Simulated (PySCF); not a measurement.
C3H6O3Sn, SMILES C#C[CH2][Sn]([OH])([OH])[OH] (connectivity only; charge and spin as stated), charge -1, multiplicity 2.

The structure is a stationary point at B3LYP-D3(BJ)/def2-SVPD. The def2 effective core potentials stand for the cores of Sn; spin–orbit coupling is left out. Other conformers were not sampled.

These are ωB97X/def2-SVPD (PySCF) values and carry that method's errors.

Gas-phase values at a fixed geometry.

Computed frontier levels, dipole moment and polarisability:
```json
{
 "α spin, highest occupied and lowest empty level": "-3.14 and 5.31 eV",
 "β spin, highest occupied and lowest empty level": "-4.37 and 2.86 eV",
 "dipole_moment_about_the_centre_of_nuclear_charge": "2.57 D",
 "mean_static_polarisability": "130.2 bohr³ (19.29 Å³)",
 "polarisability_principal_values": "89.2, 108.3, 193.0 bohr³",
 "⟨S²⟩": "0.774 (pure state 0.75)"
}
```
